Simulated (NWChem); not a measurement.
System: CH3AlBrF; SMILES [CH3][Al]([F])[Br]

Results from NWChem. Pople sets run with spherical d functions. Coordinates come from a PBE0/def2-SVP optimisation. Level B3LYP/6-31G*: energy and gradient on several grids; changes count from the extra-fine grid, which is no exact limit either.

```csv
grid,size of the energy change (μHa),largest change of a gradient component (μHa/bohr)
xcoarse,1000,2000
coarse,30,200
medium,< 10,< 30
fine,< 10,< 30
xfine,< 10,< 30
```
